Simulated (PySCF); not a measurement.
Gas-phase reaction: Ge(OH)₄ + GeH₂ = 2 GeO₂ + 6 H

Computed with PySCF (xtb for GFN2) and rigid-rotor harmonic-oscillator thermochemistry at 1 bar. † marks an energy on the PBE0/def2-TZVP geometry and frequencies; other levels use their own. MP2 freezes the core. 6-31G* has spherical d functions here. Open shells (unrestricted): H (multiplicity 2); the rest are closed-shell singlets. GFN2 has no spin-polarisation term. B3LYP is the form with VWN-RPA correlation. Ge: all electrons, no relativistic terms. Ge(OH)₄, GeH₂, GeO₂: computed as isolated molecules; such fragments, hydroxides, amides, oligomers or adducts are transient or little studied in the gas. MP2 isn't extrapolated to the basis-set limit.

| level | ΔH°(298 K), kJ |
|---|---|
| B3LYP/6-31G* | [?] |
| GFN2-xTB | 1918 |
| HF/6-31G* | 1737 |
| M06-2X/def2-TZVP† | [?] |
| MP2/def2-SVP† | 1711 |
| PBE/def2-SVP | 1758 |
| PBE0/def2-QZVP† | 1875 |
| PBE0/def2-TZVP | 1859 |
| r2SCAN/def2-TZVP† | [?] |
| LDA/def2-TZVP† | [?] |

Question: Complete the blanks.

Answer: 
- B3LYP/6-31G*, ΔH°(298 K), kJ: 1853
- M06-2X/def2-TZVP†, ΔH°(298 K), kJ: 1951
- r2SCAN/def2-TZVP†, ΔH°(298 K), kJ: 1837
- LDA/def2-TZVP†, ΔH°(298 K), kJ: 1968
